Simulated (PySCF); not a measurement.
PySCF 2.14 output of an unrestricted PBE0 calculation on a single atom or ion in def2-QZVPPD (11s6p5d4f2g, 100 functions), with no relativity, point nucleus:

```
SCF conv_tol = 1e-09
number electrons alpha = 13  beta = 9
    C. Adamo and V. Barone.,  J. Chem. Phys. 110, 6158 (1999)
    M. Ernzerhof and G. E. Scuseria.,  J. Chem. Phys. 110, 5029 (1999)
cycle= 1 E= -1148.69380593482  delta_E= -0.00684  |g|= 0.0222  |ddm|= 0.0798
cycle= 2 E= -1148.69385187787  delta_E= -4.59e-05  |g|= 0.00695  |ddm|= 0.0125
cycle= 3 E= -1148.69385978392  delta_E= -7.91e-06  |g|= 0.00231  |ddm|= 0.00491
cycle= 4 E= -1148.69386078916  delta_E= -1.01e-06  |g|= 9.46e-05  |ddm|= 0.00138
cycle= 5 E= -1148.69386079108  delta_E= -1.91e-09  |g|= 5.6e-06  |ddm|= 5.41e-05
cycle= 6 E= -1148.69386079109  delta_E= -1.21e-11  |g|= 6.49e-07  |ddm|= 7.04e-06
converged SCF energy = -1148.69386079109  <S^2> = 6.0006349  2S+1 = 5.0002539
```

The run itself started from symmetry-adapted Hartree-Fock orbitals and held the occupation by maximum overlap, on a logarithmic radial grid, so the iterations belong to that start.

Problem. Which element, charge and spin multiplicity is this?

Solution. Mn³⁺ (manganese, charge +3), multiplicity 5; the state was [Ar] 3d4, high-spin 5D determinant.
